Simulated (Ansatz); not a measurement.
Abridged output of a molecular run in Ansatz:

```
Functional definition: HF
930 factors; integrals over basis functions are off by at most 1.2e-3 eV
mean field evaluation 1: about -13136.5656 eV, gradient 3.6e1 eV
mean field evaluation 2: about -13136.6442 eV, gradient 3.6e1 eV
mean field evaluation 4: about -13139.9318 eV, gradient 4.1e0 eV
mean field evaluation 8: about -13140.0073 eV, gradient 2.3e-1 eV
mean field evaluation 16: about -13139.8476 eV, gradient 4.1e0 eV
mean field -13140.00767708 eV, -482.8863755155 hartree, gradient 4.3e-6 eV, S^2 0.000000; 0 other end points of the search recorded, 0 dependent functions left out
9 core orbitals not correlated: weight in the atoms' cores, before any rotation towards them, 1.000 or more for the frozen orbitals, at most 0.000 for the correlated occupied ones
reference -13140.00767708 eV, -482.8863755155 hartree; 13, 13 occupied and 72, 72 virtual orbitals, 930 factors
second order -17.46881632 eV of doubles, -0.00000000 eV of singles
cycle   1  -17.86861523 eV  change   -4.0e-1 eV  update   1.1e-1
cycle   2  -18.40958738 eV  change   -5.4e-1 eV  update   3.5e-2
cycle   3  -18.54793280 eV  change   -1.4e-1 eV  update   2.0e-2
cycle   4  -18.54165712 eV  change    6.3e-3 eV  update   5.5e-3
cycle   5  -18.54122777 eV  change    4.3e-4 eV  update   2.8e-3
cycle   6  -18.54221650 eV  change   -9.9e-4 eV  update   8.4e-4
cycle   7  -18.54187879 eV  change    3.4e-4 eV  update   3.6e-4
cycle   8  -18.54180937 eV  change    6.9e-5 eV  update   1.2e-4
cycle   9  -18.54184022 eV  change   -3.1e-5 eV  update   4.6e-5
cycle  10  -18.54183508 eV  change    5.1e-6 eV  update   1.8e-5
perturbative correction -0.66031268 eV, -0.0242660433 hartree
Total energy: -13159.20982484 eV, -483.5920414299 hartree
```

Its atoms:

Z-matrix (Å, degrees):
```
Si
N 1 1.807
C 1 2.361 2 32.9
B 1 2.026 2 74.3 3 0.0
H 1 1.490 2 112.7 3 -119.0
H 1 1.490 2 112.8 3 119.2
H 3 1.098 1 169.3 2 -0.1
O 4 1.339 1 149.3 2 179.9
H 8 0.961 4 114.1 1 0.1
```

Question: Which basis set was used?
A. def2-TZVPPD
B. cc-pV(Q+d)Z
C. def2-SVP
D. def2-QZVPP

Answer: C. It gives 94 functions.

Question: Write the keys of the input that set method, charge and spin (a neutral closed shell needs none for the last two).

Answer: 
```yaml
correlation: {method: ccsd_t}
```
